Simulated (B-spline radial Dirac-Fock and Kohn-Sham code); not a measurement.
# Atomic SCF run for Si²⁺

ΔSCF core binding energies without Breit or QED terms, calculated with a radial B-spline solver. Keys: rel is the Hamiltonian (dirac, or spin-free x2c and nr, where L3 and M5 stand for the whole 2p and 3d shells), method is hf or an exchange,correlation pair (spin-unpolarised, also for the hole states), nuc the nuclear model, radius_factor scales its radius, rmax is the box in bohr, h the logarithmic mesh step, order the B-spline order, points the quadrature points per cell, c_factor scales the speed of light, and damp, ndamp, maxit and tol steer the iteration. The run stops when the commutator error falls below 10·tol·max(1, Z/10), or the numerical noise floor, and the energy has settled to about 1e-8 Ha; the virial ratio is −V/T.

Input (task.json):

```json
{"items": [{"Z": 14, "q": 2, "cfg": [[1, 0, 2], [2, 0, 2], [2, 1, 6], [3, 0, 2]], "A": 28, "rrms": 3.1224, "do": "settings", "holes": ["K", "L3", "M5"],
  "settings": [{"rel": "dirac", "method": "hf", "nuc": "fermi", "radius_factor": 1.0, "rmax": 45.0, "h": 0.3, "order": 8, "points": 10, "c_factor": 1.0, "maxit": 5, "damp": 0.5, "ndamp": 3, "tol": 1e-08}]}]}
```

Command: `python xray2_run.py task.json out`

Ground-state iterations:

```
iter   energy (Ha)        error
   1     -287.69790790  5.47e-01
   2     -288.57084660  1.04e-01
   3     -288.61564674  4.05e-02
   4     -288.62225796  1.59e-02
   5     -288.62336867  3.19e-03
```

The ground state had not converged after 5 iterations, with total energy -288.62337 Ha, virial ratio 1.99629 and highest orbital energy -32.24 eV. ΔSCF binding energies: K (1s) 1875.5 eV, L3 (2p3/2) 132.0 eV (not all states converged, so these are not final). Holes are computed only in closed shells, and unreliable hole states are left out.

Question: One setting is unsound. Which, and why?

Answer: maxit ends the run before self-consistency. With the default settings (Dirac Hartree-Fock): The ground state converged in 9 iterations, with total energy -288.62343 Ha, virial ratio 1.99565 and highest orbital energy -32.23 eV. ΔSCF binding energies: K (1s) 1875.5 eV, L3 (2p3/2) 132.0 eV. Holes are computed only in closed shells, and unreliable hole states are left out.
